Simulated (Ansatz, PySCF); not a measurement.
Input for Ansatz (a quantum-chemistry and plane-wave program):
Ansatz 0.2 input:
```yaml
crystal:
  periodic: [false, false, false]
  atoms:
    - {symbol: Ca, position_ang: [-0.00000000, -0.00000000, -0.57526226]}
    - {symbol: F, position_ang: [0.00000000, 0.00000000, 1.27836059]}
basis:
  gaussian:
    orbitals: cc-pVDZ
hamiltonian:
  xc: hf
magnetization: {spin_polarized: true, initial_magnetization: 1}
accuracy: high
```

Task: Write the same job for PySCF.

Result: This is not unique; one that fits is 
```python
from pyscf import gto, scf

mol = gto.Mole()
mol.atom = '''
    Ca   -0.00000000   -0.00000000   -0.57526226
    F     0.00000000    0.00000000    1.27836059
'''
mol.basis = 'cc-pvdz'
mol.spin = 1
mol.verbose = 3
mol.build()

mf = scf.UHF(mol)
mf.kernel()
```

Both were run: Ansatz gave -776.265628 Eh and PySCF -776.265628 Eh, 0.000 mEh apart.
